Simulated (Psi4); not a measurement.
Torsional profile of SMILES COc1cccc(C(C)(C)C)c1 (C₁₁H₁₆O), singlet. Scanned: dihedral C1–O2–C3–C4; all other coordinates were relaxed at GFN2-xTB. Points at φ and −φ are mirror images.

Geometry of the scan point at 140° (Å):
```
28

C     -4.2532     0.6185    -0.9452
O     -2.8844     0.7920    -1.2295
C     -1.9863     0.3911    -0.2717
C     -0.8313    -0.2447    -0.7115
C      0.1067    -0.6545     0.2152
C     -0.1099    -0.4626     1.5672
C     -1.2707     0.1521     2.0280
C     -1.4737     0.3416     3.5242
C     -2.8004     1.0268     3.8635
C     -1.4583    -1.0322     4.2093
C     -0.3341     1.2103     4.0747
C     -2.2055     0.5694     1.0901
H     -4.6446     1.4209    -0.3094
H     -4.7666     0.6515    -1.9055
H     -4.4408    -0.3453    -0.4627
H     -0.6807    -0.3864    -1.7698
H      1.0100    -1.1438    -0.1188
H      0.6389    -0.8029     2.2656
H     -3.6464     0.4370     3.5175
H     -2.8864     1.1333     4.9431
H     -2.8518     2.0204     3.4245
H     -0.5103    -1.5402     4.0574
H     -1.6164    -0.9188     5.2798
H     -2.2499    -1.6617     3.8080
H      0.6326     0.7396     3.9203
H     -0.4681     1.3722     5.1422
H     -0.3250     2.1775     3.5765
H     -3.1159     1.0511     1.4047
```

Level of theory: PBE-D3(BJ)/def2-SVP // GFN2-xTB (Psi4).

Scanned values (°): -160, -140, -120, -100, -80, -60, -40, -20, 0, 20, 40, 60, 80, 100, 120, 140, 160, 180.

Question: Locate the minima and the barriers on this grid.

Answer: Lower than their neighbours: 0° (0.0 kcal/mol), 180° (0.1 kcal/mol). Higher than their neighbours: -100° (4.4 kcal/mol), 100° (4.4 kcal/mol). The whole profile spans 4.4 kcal/mol.
